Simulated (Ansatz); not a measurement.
| atom | x (Å) | y (Å) | z (Å) |
| --- | --- | --- | --- |
| S | 0.0283 | 0.0138 | -0.4102 |
| O | -0.0170 | 1.2947 | 0.3556 |
| O | -0.0058 | -1.2997 | 0.3777 |

Basis set: aug-cc-pVDZ (spherical functions). Correlated methods keep 7 orbitals frozen. Charge 0, multiplicity 1.

Computed with Ansatz (development build ahead of 0.2.0); each method stands on the lowest determinant of its kind that the runs found. Restricted open shells among the atoms or ions are ROHF, correlated in semicanonical orbitals with singles.

Q: Give the atomization energy at this shape (free ground-state atoms in the same class of orbitals less the molecule, no zero-point energy) of singlet SO2 by RHF-MP2, RHF.

A:

```csv
method,atomization energy
RHF-MP2,9.94 eV
RHF,3.10 eV
```

Caution: in another basis set an unrestricted determinant lies well below.
